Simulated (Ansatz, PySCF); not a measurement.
Precursor series Ta F-NH2. Isolated molecules, 0 K electronic values unless said otherwise. One relaxed conformer stands for each flexible species; it need not be the lowest.

Quantity: redistribution energy (mixed species minus the weighted end members), in kcal/mol.

Level 1: PBE-D3(BJ)/def2-TZVP // PBE-D3(BJ)/def2-SVP (PySCF)
Level 2: PBE/6-31G* (LANL2DZ on Ta) // PBE-D3(BJ)/def2-SVP (PySCF)
Level 3: frozen-core MP2/6-31G* (LANL2DZ on Ta) // PBE-D3(BJ)/def2-SVP (PySCF)
Level 4: HF/def2-TZVPP // PBE-D3(BJ)/def2-SVP (Ansatz, a quantum-chemistry and plane-wave program)

| species | level 1 | level 2 | level 3 | level 4 |
|---|---|---|---|---|
| 3 of 5 F replaced by NH2: [Ta(F)2(NH2)3] | -8.33 | -8.75 | ? | -12.1 |
| 1 of 5 F replaced by NH2: [Ta(F)4(NH2)] | -7.88 | ? | -9.40 | -10.5 |
| 2 of 5 F replaced by NH2: [Ta(F)3(NH2)2] | ? | -10.6 | -10.6 | -11.5 |

Q: Some entries are withheld; supply them.

A: 
- 3 of 5 F replaced by NH2: [Ta(F)2(NH2)3], level 3: -10.3
- 1 of 5 F replaced by NH2: [Ta(F)4(NH2)], level 2: -8.47
- 2 of 5 F replaced by NH2: [Ta(F)3(NH2)2], level 1: -9.02
